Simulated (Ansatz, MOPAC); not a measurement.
System: C2H7O2Si, charge 0, multiplicity 2. SMILES: O[Si]([CH2])(O)C

Atoms: C1, Si2, C3, O4, O5, H6, H7, H8, H9, H10, H11, H12. Bonds: C1-Si2, C1-H6, C1-H7, Si2-C3, Si2-O4, Si2-O5, C3-H8, C3-H9, C3-H10, O4-H11, O5-H12.

Bond lengths (Å) and angles (degrees) optimised at PM3 with MOPAC; PM7 with MOPAC; HF/6-31G* with Ansatz (a quantum-chemistry and plane-wave program); PBE/6-31G* with Ansatz; B3LYP/LANL2DZ with Ansatz; B3LYP/6-31G* with Ansatz, each started from the B3LYP-D3(BJ)/def2-TZVP structure (Ansatz) of the last column. A row stands for all coordinates that are equal there; 13 of 26 kinds are shown. 6-31G* holds six Cartesian d functions. No wavenumbers were computed at PBE/6-31G*, B3LYP/LANL2DZ, so these may be saddle points.

```tsv
coordinate	PM3	PM7	HF/6-31G*	PBE/6-31G*	B3LYP/LANL2DZ	B3LYP/6-31G*	B3LYP-D3(BJ)/def2-TZVP
C1-Si2	1.819	1.813	1.851	1.852	1.852	1.848	1.838
C1-H6	1.080	1.080	1.077	1.096	1.089	1.088	1.084
C1-H7	1.080	1.078	1.078	1.097	1.090	1.089	1.085
Si2-C3	1.893	1.866	1.870	1.879	1.874	1.873	1.861
Si2-O4	1.698	1.598	1.650	1.685	1.704	1.671	1.654
Si2-O5	1.698	1.599	1.651	1.687	1.709	1.673	1.656
C3-H8	1.093	1.105	1.086	1.102	1.096	1.095	1.091
C3-H9	1.093	1.106	1.086	1.103	1.096	1.096	1.092
C1-Si2-C3	111.1	112.4	113.8	113.7	115.9	113.7	113.8
C1-Si2-O4	106.8	104.2	104.3	103.2	103.1	103.6	103.9
C1-Si2-O5	113.0	112.0	111.6	111.9	111.8	111.8	111.6
C3-Si2-O4	112.6	112.3	111.8	112.8	112.1	112.3	112.1
C3-Si2-O5	106.2	103.9	104.7	103.5	103.4	103.9	104.0
```

Mean signed difference of all 11 bond lengths from B3LYP-D3(BJ)/def2-TZVP: PM3 0.006 Å, PM7 -0.010 Å, HF/6-31G* -0.004 Å, PBE/6-31G* 0.017 Å, B3LYP/LANL2DZ 0.016 Å, B3LYP/6-31G* 0.008 Å.
